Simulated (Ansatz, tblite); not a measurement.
Removing an electron: the cluster W2S4⁻ (the lowest doublet isomer of a short search). Charge -1, multiplicity 2. Geometry: PBE-D4/def2-SVPD. Ansatz, gas phase; energy differences of separate SCF runs; the oxidised species is a triplet (the singlet lies 0.31 eV higher at PBE0-D4/def2-TZVPD).

```xyz
6

W    -0.7977   -0.1241    0.9089
W     0.5653    0.7246   -0.7977
S    -0.5032   -2.2396    1.4334
S    -1.7681    0.4711   -1.1786
S     1.9926   -0.6854   -1.6994
S     0.5110    1.8533    1.3334
```

In the def2 sets W takes a core potential; there is no spin–orbit coupling. The xTB rows come from tblite. The structure comes from a short search, and lower isomers may exist.

```csv
level,−HOMO (eV),vertical IE (eV),−LUMO (eV),HOMO–LUMO gap (eV),remarks
GFN1-xTB,–,7.77,–,–,–
GFN2-xTB,–,9.23,–,–,–
PBE-D4/def2-TZVPD,0.99,3.15,0.73,0.26,–
r2SCAN-D4/def2-TZVPD,1.17,3.17,0.63,0.54,spin-contaminated (⟨S²⟩ 0.94) (-1 doublet)
PBE0-D4/def2-TZVPD,1.89,3.28,0.03,1.86,spin-contaminated (⟨S²⟩ 0.90) (-1 doublet)
```

  HOMO and LUMO are the levels of the spin that leaves or enters (xTB has no such levels and no spin-polarisation term). Other spin states of the ions may lie lower, which would lower the ionisation energy or raise the affinity. Raw xTB energy differences between charge states are shifted by several eV; the methods need an empirical correction for them.
